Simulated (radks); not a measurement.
Task: The mean radii <r> (bohr) of the occupied orbitals of an atom or ion are listed with their occupations. Method: scalar-relativistic Kohn-Sham, LDA (Slater exchange, Perdew-Wang correlation), spin-unpolarised, spherical densities, finite nucleus; Fermi nuclear charge, rms radius of each element as measured or else 0.836 A^(1/3) + 0.57 fm; computed with a radial shooting solver on a logarithmic mesh with Libxc functionals.

orbital  occ.      <r>
1s          2  0.01836
2s          2  0.07762
2p          6  0.06946
3s          2   0.2013
3p          6   0.2014
3d         10   0.1824
4s          2   0.4498
4p          6   0.4783
4d         10   0.5116
5s          2    1.066
5p          6    1.248
4f         14   0.6076
5d          4    1.934
6p          1    3.807

Name the element and its charge.

Result: Z = 74, tungsten, charge +1: W+ in [Xe] 4f14 5d4 6p1. The 1s radius gives Z: for a bare nucleus <r> = (2 gamma + 1)/(2Z) with gamma = sqrt(1 - (Z/c)^2), 0.01813 bohr for Z = 74, and screening makes it slightly larger (0.01836 here). The occupations add up to 73, and the charge is Z minus that.
